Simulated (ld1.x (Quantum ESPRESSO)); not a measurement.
# An all-electron radial function and its pseudo partner (boron (B))

Columns: radius, all-electron u(r) and pseudo u(r) of the 2p shell (level -3.61 eV) of boron in the configuration [He] 2s2 2p1; PBE, scalar-relativistic, PAW scheme, ld1.x (Quantum ESPRESSO) 7.5.

| r (bohr) | all-electron | pseudo |
| --- | --- | --- |
| 0.170 | 0.0670 | 0.0090 |
| 0.340 | 0.1886 | 0.0354 |
| 0.510 | 0.3095 | 0.0771 |
| 0.680 | 0.4118 | 0.1312 |
| 0.850 | 0.4920 | 0.1937 |
| 1.020 | 0.5526 | 0.2603 |
| 1.190 | 0.5937 | 0.3265 |
| 1.360 | 0.6175 | 0.3880 |
| 1.530 | 0.6268 | 0.4414 |
| 1.700 | 0.6247 | 0.4838 |
| 1.870 | 0.6137 | 0.5137 |
| 2.040 | 0.5962 | 0.5306 |
| 2.210 | 0.5741 | 0.5349 |
| 2.380 | 0.5489 | 0.5282 |
| 2.550 | 0.5217 | 0.5125 |
| 2.720 | 0.4936 | 0.4905 |
| 2.890 | 0.4652 | 0.4646 |
| 3.060 | 0.4371 | 0.4371 |
| 3.230 | 0.4096 | 0.4096 |
| 3.400 | 0.3830 | 0.3830 |
| 3.570 | 0.3575 | 0.3575 |
| 3.740 | 0.3332 | 0.3332 |
| 3.910 | 0.3102 | 0.3102 |
| 4.080 | 0.2884 | 0.2884 |
| 4.250 | 0.2679 | 0.2679 |
| 4.420 | 0.2486 | 0.2486 |

Task: How many radial nodes do the two functions have?

Result: The all-electron 2p function has n − l − 1 = 0; the pseudo-wave has 0.

Task: At about which radius was the pseudo-wave matched?

Result: 3.40 bohr. The columns agree to 0.0005 from 3.06 bohr on; several derivatives are matched, so the curves merge somewhat inside the radius.

Task: Is the pseudo-wave norm-conserving?

Result: No, it belongs to a PAW set: the norm inside the radius is not constrained, and the difference is carried by the augmentation charge.
